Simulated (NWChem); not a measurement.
The numbers come from NWChem runs, not from measurements. System: H5FInN, charge 0, spin multiplicity 1, at a geometry optimised with B3LYP/def2-SVP with def2 effective core potentials on In. The structure started from a generated list of species. Level: MP2/def2-SVPD with def2 effective core potentials on In, 6 core orbitals frozen.

The NWChem input:

```
start mol
memory heap 200 mb stack 900 mb global 1100 mb
geometry units angstroms nocenter noautoz
  In     0.461271     0.103137     0.000000
  H      1.021715     0.476647     1.593276
  H      1.021715     0.476647    -1.593276
  F     -0.616249    -1.611747     0.000000
  N     -1.804142     0.856056     0.000000
  H     -2.182524     1.317132    -0.828458
  H     -2.182524     1.317132     0.828458
  H     -2.105407    -0.127920     0.000000
  symmetry group Cs
end
basis spherical
  * library def2-svpd
end
ecp
  In library def2-ecp
end
scf
  rhf
  nopen 0
  maxiter 100
  thresh 1e-7
  semidirect memsize 60000000 filesize 0
end
mp2
  freeze core 6
end
task mp2 energy
```

Part of the output:

```
             Northwest Computational Chemistry Package (NWChem) 7.3.0
             --------------------------------------------------------

                                NWChem Input Module
                                -------------------

 Scaling coordinates for geometry "geometry" by  1.889725989
 (inverse scale =  0.529177249)

 Turning off AUTOSYM since
 SYMMETRY directive was detected!

                             Geometry "geometry" -> ""
                             -------------------------

 Output coordinates in angstroms (scale by  1.889725989 to convert to a.u.)

  No.       Tag          Charge          X              Y              Z
 ---- ---------------- ---------- -------------- -------------- --------------
    1 In                  49.0000     0.46127100     0.10313700     0.00000000
    2 H                    1.0000     1.02171500     0.47664700     1.59327600
    3 H                    1.0000     1.02171500     0.47664700    -1.59327600
    4 F                    9.0000    -0.61624900    -1.61174700     0.00000000
    5 N                    7.0000    -1.80414200     0.85605600     0.00000000
    6 H                    1.0000    -2.18252400     1.31713200    -0.82845800
    7 H                    1.0000    -2.18252400     1.31713200     0.82845800
    8 H                    1.0000    -2.10540700    -0.12792000     0.00000000

 Effective nuclear repulsion energy (a.u.)     283.8531859670

            Nuclear Dipole moment (a.u.)
            ----------------------------
        X                 Y               Z
 ---------------- ---------------- ----------------
     0.0000359048     0.0000377945     0.0000000000

      Symmetry information
      --------------------

 Group name             Cs
 Group number              2
 Group order               2
 No. of unique centers     6

      Symmetry unique atoms

     1    2    4    5    6    8


 Summary of "ao basis" -> "" (spherical)
 ------------------------------------------------------------------------------
       Tag                 Description            Shells   Functions and Types
 ---------------- ------------------------------  ------  ---------------------
 *                         def2-svpd                  on all atoms

 Summary of "ao basis" -> "ao basis" (spherical)
 ------------------------------------------------------------------------------
       Tag                 Description            Shells   Functions and Types
 ---------------- ------------------------------  ------  ---------------------
 In                        def2-svpd                12       32   5s4p3d
 H                         def2-svpd                 4        8   2s2p
 F                         def2-svpd                 9       23   4s3p2d
 N                         def2-svpd                 8       20   4s2p2d

                                 NWChem SCF Module
                                 -----------------

  ao basis        = "ao basis"
  functions       =   115
  atoms           =     8
  closed shells   =    21
  open shells     =     0
  charge          =   0.00
  wavefunction    = RHF
  use symmetry    = T
  symmetry adapt  = T

 Summary of "ao basis" -> "ao basis" (spherical)
 ------------------------------------------------------------------------------
       Tag                 Description            Shells   Functions and Types
 ---------------- ------------------------------  ------  ---------------------
 In                        def2-svpd                12       32   5s4p3d
[...]
 Vector   23  Occ=0.000000D+00  E= 7.397265D-02  Symmetry=a'
              MO Center=  1.7D+00, -3.7D-01, -2.4D-12, r^2= 7.5D+00
   Bfn.  Coefficient  Atom+Function         Bfn.  Coefficient  Atom+Function
  ----- ------------  ---------------      ----- ------------  ---------------
     5     -1.096312  1 In s                  4      1.081168  1 In s
    75      1.056378  5 N  s                 16      0.673622  1 In py
    15     -0.426068  1 In px                93     -0.420934  6 H  s
   101     -0.420934  7 H  s                 32     -0.311449  1 In d  2
   113     -0.245511  8 H  px                52      0.219854  4 F  s

 Vector   24  Occ=0.000000D+00  E= 8.774932D-02  Symmetry=a'
              MO Center=  9.0D-01,  1.2D+00,  2.3D-12, r^2= 9.4D+00
   Bfn.  Coefficient  Atom+Function         Bfn.  Coefficient  Atom+Function
  ----- ------------  ---------------      ----- ------------  ---------------
     4      1.285559  1 In s                 75      1.214711  5 N  s
    15     -0.837039  1 In px                16     -0.666320  1 In py
    52     -0.664340  4 F  s                 30      0.600716  1 In d  0
    60     -0.500494  4 F  py                93     -0.487766  6 H  s
   101     -0.487766  7 H  s                109     -0.463017  8 H  s

 center of mass
 --------------
 x =   0.14294201 y =  -0.04071952 z =   0.00000000

 moments of inertia (a.u.)
 ------------------
         254.392961346975           5.651600635946           0.000000000000
           5.651600635946         353.678840246542           0.000000000000
           0.000000000000           0.000000000000         561.646455891725

  Mulliken analysis of the total density
  --------------------------------------

    Atom       Charge   Shell Charges
 -----------   ------   -------------------------------------------------------
    1 In  21    20.13   2.59 -0.60  0.64  0.26  0.02  3.23  2.78  0.89  0.23  9.73  0.36  0.00
    2 H    1     1.13   0.67  0.45  0.01 -0.00
    3 H    1     1.13   0.67  0.45  0.01 -0.00
    4 F    9     9.83   1.99  1.11  0.85  0.04  3.31  2.29  0.25  0.00  0.00
    5 N    7     7.25   1.99  0.97  0.37  0.01  2.39  1.54  0.02 -0.03
    6 H    1     0.86   0.72  0.04  0.05  0.06
    7 H    1     0.86   0.72  0.04  0.05  0.06
    8 H    1     0.80   0.69  0.01  0.05  0.06

       Multipole analysis of the density wrt the origin
       ------------------------------------------------

     L   x y z        total         open         nuclear
     -   - - -        -----         ----         -------
     0   0 0 0     -0.000000      0.000000     42.000000

     1   1 0 0     -0.900160      0.000000    -24.406886
     1   0 1 0      1.616538      0.000000     -5.457181
     1   0 0 1      0.000000      0.000000      0.000000

     2   2 0 0    -21.723606      0.000000    166.832687
     2   1 1 0     -5.472644      0.000000    -19.208607
     2   1 0 1     -0.000000      0.000000      0.000000
     2   0 2 0    -30.274795      0.000000    116.678036
     2   0 1 1     -0.000000      0.000000      0.000000
     2   0 0 2    -29.442260      0.000000     23.032444

                   NWChem MP2 Semi-direct Energy/Gradient Module
                   ---------------------------------------------

  Basis functions       =    115
  Molecular orbitals    =    115
  Frozen core           =      6
  Frozen virtuals       =      0
  Active alpha occupied =     15
  Active beta occupied  =     15
  Active alpha virtual  =     94
  Active beta virtual   =     94
  Use MO symmetry       = T
  Use skeleton AO sym   = T

  AO/Fock/Back tols     =   1.0D-09  1.0D-09  1.0D-09

 GA uses MA = F    GA memory limited = T

 Available:
  local mem=  1.26D+08
 global mem=  1.44D+08
 local disk=  0.00D+00
  mp2_memr nvloc                    94
  nvloc new                    94
   1 passes of  15:        3145728                      62934                  31835669.
   1 passes of  15: M    126146905           G      144152750           F     123001177.

 Semi-direct pass number   1 of   1  for RHF alpha+beta  at        2.9s
  vrange nnbf                  6636
  mp2_eaftype                   121  avail_ma_in_mb                  1099
 EAF : mp2_eaftype filesize         121   15917834.
  mp2_eaf for mointskh                    121
Node 0 wrote     74.9 Mb in      0.0 s     Agg I/O rate:  1632.6 Mb/s
 Done moints_semi at        7.0s
  mp2_eaftype                   121  avail_ma_in_mb                   978
 EAF : mp2_eaftype filesize         121   15917834.
  mp2_eaf for kh                   121
 Done maket at        7.3s
 Done multipass loop at        7.3s

          -------------------------------------------
          SCF energy                -345.929152725687
          Correlation energy          -0.511701113157
          Singlet pairs               -0.321145257027
          Triplet pairs               -0.190555856130
          Total MP2 energy          -346.440853838844
          -------------------------------------------

          ---------------------------------------------------
                    Spin Component Scaled (SCS) MP2
          Same spin pairs                     -0.127037237420
          Same spin scaling factor             0.333333333333
          Opposite spin pairs                 -0.384663875737
          Opposite spin scaling fact.          1.200000000000
          SCS-MP2 correlation energy          -0.503942396691
          Total SCS-MP2 energy              -346.433095122378
          ---------------------------------------------------

 -----------------------
 Performance information
 -----------------------

 Timer overhead =  1.19D-07 seconds/call

               Nr. of calls         CPU time (s)                 Wall time (s)                GFlops
             ---------------    -------------------     ------------------------------   -------------------
Name         Min   Avg   Max    Min     Avg     Max     Min     Avg     Max   Mx/calls   Min     Max     Sum
mp2: moin     1     1     1    4.1     4.1     4.1      4.1     4.1     4.1     4.1      0.0     0.0     0.0
mp2: make     1     1     1   0.28    0.28    0.28     0.28    0.28    0.28    0.28      0.0     0.0     0.0
mp2: tota     1     1     1    4.4     4.4     4.4      4.4     4.4     4.4     4.4      0.0     0.0     0.0

 The average no. of pstat calls per process was 3.00D+00
 with a timing overhead of 3.56D-07s

 Task  times  cpu:        7.3s     wall:        7.3s

 Total times  cpu:        7.3s     wall:        7.3s
```
